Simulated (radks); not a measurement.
Results of a calculation; reference values are marked as such.
Spherical jellium clusters: N electrons in a uniform positive sphere of charge N and radius rs N^(1/3), rs = 4.72 bohr. Level of theory: non-relativistic Kohn-Sham, PBE, spin-polarised, spherical densities (a radial shooting solver with Libxc functionals). Levels are named by radial order and angular momentum (1s, 1p, 1d, 2s, ...), and open shells are averaged over m.

N = 2, configuration 1s2. This is the lowest configuration that the search found. Occupied and some empty levels:

level  occupation  eigenvalue (eV)  <r> (bohr)
1s              2          -2.8050       4.647
1p              0          -1.2130       6.523

Energy (eV): total -3.42817, kinetic 2.4305, external -21.388, Hartree 10.567, exchange-correlation -6.0192, background 10.982.
